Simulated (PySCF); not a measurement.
A PySCF script (with the pyscf-properties extension) for the NMR shieldings of `CC(C)[SiH2]O[SiH2]F`, C$_{3}$H$_{11}$FOSi$_{2}$, on a GFN2-xTB geometry:

```python
import basis_set_exchange as bse
import numpy as np
from pyscf import gto, dft
from pyscf.prop import nmr

atoms = """
C    -2.354040   -0.522342   -0.378026
C    -0.977638    0.101333   -0.154128
C    -0.870127    0.645732    1.270803
Si    0.415717   -1.140002   -0.544012
O     1.871518   -0.462634   -0.264335
Si    2.964729    0.668235    0.050059
F     2.434999    2.054200   -0.565177
H    -3.143818    0.203683   -0.188000
H    -2.503145   -1.368051    0.290189
H    -2.456371   -0.878427   -1.400519
H    -0.884032    0.954411   -0.836878
H    -0.971738   -0.157463    1.998784
H    -1.653287    1.379015    1.461991
H     0.092772    1.129292    1.423233
H     0.388897   -2.294090    0.355043
H     0.427067   -1.513327   -1.957803
H     4.166609    0.322348   -0.680517
H     3.043129    0.884405    1.482996
"""
names = dict.fromkeys(["C", "Si", "O", "F", "H"], "pcSseg-1")
basis = {el: gto.basis.parse(bse.get_basis(n, elements=[el], fmt="nwchem")) for el, n in names.items()}
mol = gto.M(atom=atoms, basis=basis, charge=0, verbose=0)
mf = dft.RKS(mol, xc="PBE0")
mf.grids.level = 2
mf.grids.alignment = dft.numint.BLKSIZE   # the property module wants whole blocks of grid points
mf.conv_tol = 1e-9
mf.kernel()

calc = nmr.RKS(mf)   # GIAO
C = mf.mo_coeff
Co = C[:, mf.mo_occ > 0]
resp = mf.gen_response(singlet=True, hermi=2)
def vind(x):   # induced exchange potential for any number of trial vectors
    d = np.einsum("pi,xij,qj->xpq", C, 2 * x.reshape(-1, C.shape[1], Co.shape[1]), Co, optimize=True)
    return np.einsum("xpq,pi,qj->xij", resp(d - d.transpose(0, 2, 1)), C, Co, optimize=True).ravel()
mo1, _ = nmr.rhf.solve_mo1(calc, with_cphf=vind)
sigma = calc.kernel(mo1)
for i, s in enumerate(sigma):   # ppm
    w = np.linalg.eigvalsh((s + s.T) / 2)
    print("%2d %-2s iso %8.1f  s11 %8.1f  s22 %8.1f  s33 %8.1f" % (i, mol.atom_pure_symbol(i), w.mean(), *w))
```

Question: What does it print?

Answer: 
```
 0 C  iso    170.7  s11    158.4  s22    163.7  s33    190.2
 1 C  iso    167.5  s11    161.7  s22    165.7  s33    175.1
 2 C  iso    166.8  s11    156.7  s22    158.4  s33    185.3
 3 Si iso    363.9  s11    322.7  s22    362.7  s33    406.2
 4 O  iso    273.9  s11    234.5  s22    238.5  s33    348.6
 5 Si iso    382.6  s11    372.1  s22    381.6  s33    394.2
 6 F  iso    336.4  s11    250.8  s22    353.1  s33    405.3
 7 H  iso     30.5  s11     26.3  s22     28.0  s33     37.3
 8 H  iso     31.1  s11     27.1  s22     29.1  s33     37.1
 9 H  iso     30.6  s11     25.5  s22     28.4  s33     37.9
10 H  iso     30.4  s11     26.3  s22     29.1  s33     35.7
11 H  iso     30.8  s11     27.7  s22     28.3  s33     36.6
12 H  iso     30.3  s11     26.2  s22     27.8  s33     37.0
13 H  iso     30.2  s11     24.6  s22     29.6  s33     36.2
14 H  iso     26.9  s11     23.1  s22     26.1  s33     31.5
15 H  iso     26.6  s11     22.5  s22     25.7  s33     31.5
16 H  iso     26.8  s11     22.9  s22     24.3  s33     33.1
17 H  iso     26.7  s11     23.4  s22     24.7  s33     32.0
```

These numbers come from an equivalent density-fitted implementation of the same equations, which agrees with the script to about 0.01 ppm for H and up to a few tenths of a ppm for heavy atoms, so last digits may differ.

Question: Turn these shieldings into chemical shifts. Referencing at the same level of theory: ¹³C (σref 186.93), ²⁹Si (σref 349.16), ¹H (σref 31.72) vs TMS; ¹⁷O (σref 336.08) against H2O; ¹⁹F (σref 170.95) vs CFCl3.

Answer: Averaging equivalent atoms: C 1: 19.4; C 0/2: 18.2; Si 3: -14.7; Si 5: -33.5; O 4: 62.2; F 6: -165.5; H 14/15: 4.99; H 16/17: 4.98; H 10: 1.35; H 7/8/9/11/12/13: 1.12 ppm. Unscaled 19F shifts against computed CFCl3 carry errors that often reach 10 to 50 ppm. Experimental scales use liquid or dissolved standards, which lie at an offset from isolated H2O (liquid H2O: subtract about 36 ppm).

Size and cost of the density-fitted run: 188 basis functions, 100 s wall time on 1 thread of an Intel Xeon, shared host; peak memory 0.85 GiB.
